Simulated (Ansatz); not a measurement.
Born–Oppenheimer molecular dynamics of C$_{3}$H$_{8}$Si$_{2}$ (13 atoms, charge 0, multiplicity 1). It starts from a relaxed structure.

Method: UKS PBE/6-31G* (Ansatz 0.2.0).

* ensemble: NVE (Milne-controlled integrator)
* time step: 0.5 fs
* steps asked: 150
* starting velocities drawn for: 500 K
* masses: H 2.014 u
* seed: 968032

First frame:

```xyz
13
Properties=species:S:1:pos:R:3
C -2.095 1.594 0.041
C -1.082 0.971 -0.239
C 0.118 0.203 -0.519
Si 1.474 0.611 0.771
Si -0.285 -1.670 -0.531
H -2.981 2.155 0.273
H 0.528 0.456 -1.517
H 1.778 2.078 0.753
H 2.724 -0.155 0.445
H 0.999 0.220 2.137
H -0.765 -2.090 0.824
H -1.347 -1.963 -1.546
H 0.953 -2.446 -0.878
```

(1) How far do the bonds stretch over the last three quarters of this one trajectory? (Pairs bonded in most of those frames.)

Answers

(1) 
```tsv
bond	mean (Å)	spread (Å)	shortest	longest
C1–C2	1.223	0.013	1.20	1.24
C1–H6	1.077	0.013	1.06	1.10
C2–C3	1.455	0.014	1.43	1.48
C3–Si4	1.919	0.025	1.89	1.96
C3–Si5	1.924	0.045	1.85	1.99
C3–H7	1.117	0.045	1.05	1.18
Si4–H8	1.499	0.020	1.47	1.53
Si4–H9	1.503	0.046	1.44	1.57
Si4–H10	1.497	0.032	1.45	1.55
Si5–H11	1.501	0.077	1.40	1.62
Si5–H12	1.506	0.027	1.46	1.54
Si5–H13	1.509	0.033	1.46	1.55
```

Mean temperature of the second half: 239 K. The conserved energy stayed within 0.0047 meV per atom of its start (net change 0.00031 meV per atom), so the integration is sound. Over the second half the temperature averaged 0.48 of the 500 K drawn at the start: a run that starts near a minimum puts about half its kinetic energy into the potential. A run of 0.075 ps of so small a system gives no equilibrium averages.

Time of the run: 16 min on 2 threads of Arm Neoverse N1 (shared host), peak memory 0.19 GiB.
